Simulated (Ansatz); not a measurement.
Si₁₈NH₂₈⁺, a doped nanocrystal cut from the lattice of silicon (N on a surface site), 47 atoms. Hardware: 4 threads of AMD EPYC 7R13 on a shared host and a share (37 GiB) of an NVIDIA H100 80GB HBM3.

Correlated methods freeze 91 core orbitals. Single mean-field runs in def2-SVP, def2-TZVP are fitted with def2-universal-jkfit.

Problem. How many basis functions does each of these Ansatz runs have, and roughly what does it cost? PBE-D4/def2-SVP, charge 1 singlet, energy, from earlier orbitals; PBE0-D4/def2-SVP, charge 1 singlet, energy, from earlier orbitals; PBE0-D4/def2-TZVP, charge 1 singlet, energy, from earlier orbitals; LC-ωPBE/def2-TZVP, charge 1 singlet, energy, from earlier orbitals; MP2/def2-SVP, charge 1 singlet, energy, from earlier orbitals; HF/STO-3G, charge 1 singlet, energy; PBE-D4/def2-SVP, charge 1 singlet, relaxation, 10 steps; r2SCAN-D4/def2-TZVP, charge 1 singlet, energy, from earlier orbitals; PBE-D4/def2-TZVP, charge 1 singlet, energy and forces, from earlier orbitals.

Solution. Other jobs shared the machine, so times can vary by a factor of up to 3.

| run | functions | fitting or Cholesky vectors | wall time | peak host memory (GiB) |
| --- | --- | --- | --- | --- |
| HF/STO-3G, charge 1 singlet, energy | 195 | 2220 | 4.9 s | 0.83 |
| MP2/def2-SVP, charge 1 singlet, energy, from earlier orbitals | 478 | 4608 | 9 s | 1.2 |
| PBE-D4/def2-SVP, charge 1 singlet, energy, from earlier orbitals | 478 | 2885 | 9 s | 1 |
| r2SCAN-D4/def2-TZVP, charge 1 singlet, energy, from earlier orbitals | 865 | 2885 | 9.5 s | 1.2 |
| PBE0-D4/def2-SVP, charge 1 singlet, energy, from earlier orbitals | 478 | 2885 | 10 s | 1 |
| PBE-D4/def2-TZVP, charge 1 singlet, energy and forces, from earlier orbitals | 865 | 2885 | 11 s | 1.2 |
| LC-ωPBE/def2-TZVP, charge 1 singlet, energy, from earlier orbitals | 865 | 2885 | 13 s | 1.2 |
| PBE0-D4/def2-TZVP, charge 1 singlet, energy, from earlier orbitals | 865 | 2885 | 13 s | 1.1 |
| PBE-D4/def2-SVP, charge 1 singlet, relaxation, 10 steps | 478 | 2885 | 38 s | 1.1 |
